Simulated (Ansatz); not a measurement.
`C=CN(C)[SiH3]` from Hartree–Fock to CCSD(T)

```tsv
atom	x (Å)	y (Å)	z (Å)
C1	-1.6375	-0.3330	-1.4094
C2	-0.3384	-0.3353	-1.0984
N3	0.2299	0.0868	0.0857
C4	-0.6603	0.5925	1.1047
Si5	1.9034	-0.1635	0.4538
H6	-1.9489	-0.6733	-2.3867
H7	-2.4083	-0.0018	-0.7262
H8	0.3848	-0.6883	-1.8286
H9	-1.2426	1.4383	0.7231
H10	-1.3631	-0.1772	1.4456
H11	-0.0862	0.9378	1.9668
H12	2.1252	-1.3093	1.3810
H13	2.4386	1.0553	1.1153
H14	2.6034	-0.4291	-0.8268
```

The species carries charge 0 and has multiplicity 1. The geometry is a stationary point of PBE0-D4/def2-TZVP. It is one conformer, not always the lowest. Frozen core, restricted reference, Ansatz 0.2.0. CBS rows extrapolate triple and quadruple zeta; past MP2 they add the triple-zeta difference.

```csv
basis,HF (Eh),MP2 corr.
def2-SVP,-461.99421,-0.68294
def2-TZVPP,-462.29214,-0.84144
def2-QZVPP,-462.30972,-0.89699
```

Question: Estimate the CCSD correlation energy and the (T) correction in each basis where they were run (hartree).

Answer: 
```
     basis  CCSD corr.       (T)
  def2-SVP    -0.74671  -0.02390
def2-TZVPP    -0.89397  -0.03727
 CBS(def2)    -0.99068     as TZ
```
